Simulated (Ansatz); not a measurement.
Two structures, one formula

Two relaxed structures of SnSiH4O, closed shell (PBE0-D4/def2-TZVP; forces vanish, vibrations not checked).

A:

O1  (0.212, -2.373, 1.773)
Si2  (0.250, 1.024, -0.143)
Sn3  (-0.314, -1.459, 0.282)
H4  (-1.239, -2.251, -0.937)
H5  (-0.329, 1.455, -1.441)
H6  (-0.323, 1.824, 0.967)
H7  (1.727, 1.163, -0.168)
(Å)

B:

```
7
angstrom
O 0.1094 -2.1888 1.4786
Si -0.3399 -1.4471 0.2283
Sn 0.2464 1.0342 -0.1566
H -1.1444 -2.1210 -0.8405
H -0.4052 1.5639 -1.6422
H -0.4058 1.9571 1.1154
H 1.9394 1.2015 -0.1829
```

Computed with Ansatz 0.2.0 (basis: def2-TZVPP); correlated methods freeze the cores. Filled d shells of the heavier atoms are correlated. Core potentials replace the inner electrons of the atoms past krypton. The def2 sets are not built for correlating such inner shells, so the correlated values are less sure here. B3LYP uses VWN-RPA correlation.

**Question.** Which structure is lower at CCSD(T), and by how much? (An estimate is asked for; the value comes from the calculation.)

**Answer.** The calculation gives: B, by 1.081 eV (electronic energy, against the other). By their contacts, A is SnSiH₄O ([O][SnH][SiH3]) and B is SnSiH₄O ([O][SiH][SnH3]).

All methods give the same order:

```json
{"method": "PBE-D4", "E(B) − E(A) (eV)": "-0.910"}
{"method": "r2SCAN-D4", "E(B) − E(A) (eV)": "-1.046"}
{"method": "PBE0-D4", "E(B) − E(A) (eV)": "-1.096"}
{"method": "B3LYP-D4", "E(B) − E(A) (eV)": "-1.074"}
{"method": "wB97M-V", "E(B) − E(A) (eV)": "-1.246"}
{"method": "HF", "E(B) − E(A) (eV)": "-1.464"}
{"method": "MP2", "E(B) − E(A) (eV)": "-1.017"}
{"method": "CCSD", "E(B) − E(A) (eV)": "-1.203"}
{"method": "CCSD(T)", "E(B) − E(A) (eV)": "-1.081"}
```

No T1 diagnostic of these runs exceeds 0.028. The T1 diagnostic is large here, which may signal multireference character or strong orbital relaxation, so CCSD(T) is less sure. The restricted Hartree–Fock reference is unstable towards an unrestricted one at one or more of these structures.

Labels in which every atom is bracketed show which atoms are joined, not bond orders.

For scale, one of the runs: CCSD(T)/def2-TZVPP, 179 basis functions, launched by `ansatz run in.yaml --threads 2 --pin off --events-out ev --progress --plain --max-ram 4352MiB`. Time: 81 s of wall clock on 2 CPU threads of an Arm Neoverse V2; the host was shared. Peak host memory: 1.8 GiB.
